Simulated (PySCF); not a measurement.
C5H11OS (doublet state).
Structure used (GFN2-xTB), in Å, numbered top down from 1:
```
atom  x, y, z in Å
C1    -2.9860    0.0152    0.1475
C2    -1.6417   -0.6961    0.2061
C3    -0.4840    0.2862    0.0697
O4     0.7187   -0.4489    0.0857
C5     1.9035    0.2159   -0.0195
C6     3.0921   -0.6821    0.0483
S7     2.1080    1.8250    0.6543
H8    -3.7951   -0.7022    0.2549
H9    -3.0661    0.7482    0.9470
H10   -3.1065    0.5291   -0.8037
H11   -1.5378   -1.2280    1.1530
H12   -1.5687   -1.4299   -0.5980
H13   -0.5724    0.8448   -0.8746
H14   -0.4921    1.0070    0.9009
H15    3.1468   -1.2198    0.9995
H16    3.0239   -1.4269   -0.7436
H17    3.9992   -0.0978   -0.0774
H18    1.2496    2.4666   -0.1559
```

The hyperfine couplings belong to this conformer and change with its torsions.

The species is `CCCO[C](C)S` [radical].

Method: UKS B3LYP, pcH-1 on C H O S, non-relativistic, mean-field spin-orbit, GIAO in PySCF 2.14.0. The structure is a single GFN2-xTB conformer in the gas phase; no vibrational or solvent corrections. The geometry wasn't refined by DFT: couplings that depend on bond lengths, twists or pyramidal angles can differ widely from those at the functional's own minimum. Stability of the SCF solution: not tested.

Question: Give the principal g shifts and their parts.

Answer: 
| Δg (ppm) | 1 | 2 | 3 |
| --- | --- | --- | --- |
| relativistic mass correction | -195 | -195 | -195 |
| gauge correction | 53 | 33 | -4 |
| orbital Zeeman/spin–orbit | -1144 | 1033 | 3258 |
| total | -1286 | 871 | 3060 |

So g = 2.00103, 2.00319, 2.00538 and g_iso = 2.00320; the tensor is rhombic: the two nearest values differ by 50 % of g3 − g1. Axes: g3 points within 11° of the C5–C6 bond.

Question: How much does each term add to the isotropic shift?

Answer: The orbital-Zeeman/spin–orbit term 1049, the mass correction -195 and the gauge correction 27 ppm, for a total of 882 ppm. The orbital-Zeeman/spin–orbit term is the largest in size. The mass correction is the same along every axis, so the anisotropy comes from the other two: their spans along these axes are 57 (gauge) and 4403 ppm (orbital Zeeman/spin–orbit).

Question: At 94.133 GHz, how far is the centre of the isotropic spectrum from where a free electron (g = 2.002319) resonates?

Answer: B = hν/(g μB) with μB/h = 13.99624 MHz/mT gives 3358.90 mT for the free electron and 3357.42 mT at g_iso, 1.48 mT lower.

Question: What effective moment and Curie constant follow for a powder?

Answer: With the mean of g² = 4.0128 and S(S+1) = 0.75: μ_eff = √(⟨g²⟩S(S+1)) = 1.735 μB and χT = 0.12505·⟨g²⟩·S(S+1) = 0.376 cm³ K/mol (cgs; spin-Hamiltonian part alone).

Question: In a frozen sample, at which fields do the three g values resonate at 9.5, 34, 94 and 263 GHz (hyperfine left aside), and which band first spreads them over more than twice a line width of 1.0 mT?

Answer: 
| band | GHz | B(g3) mT | B(g2) mT | B(g1) mT | spread mT |
| --- | --- | --- | --- | --- | --- |
| X | 9.5 | 338.47 | 338.84 | 339.20 | 0.74 |
| Q | 34.0 | 1211.35 | 1212.68 | 1213.98 | 2.63 |
| W | 94.0 | 3349.04 | 3352.69 | 3356.31 | 7.27 |
| J | 263.0 | 9370.18 | 9380.41 | 9390.53 | 20.35 |

The spread grows in proportion to the frequency. Q band is the first where it exceeds 2.0 mT.

Largest spin populations (Mulliken): C5 (+0.77), O4 (+0.11) and S7 (+0.06). No atom but C5 exceeds +0.15. The angles at C5 add up to 350.7°, so it is slightly pyramidal.

The HOMO–LUMO gaps are 4.91 eV among the α and 5.89 eV among the β orbitals.

Time: 99 s wall (with the writing of density and orbital grids); peak memory 0.98 GiB. Hardware: an Arm Neoverse V1 with one thread, no GPU, shared host with 32 logical CPUs at a one-minute load of 16.
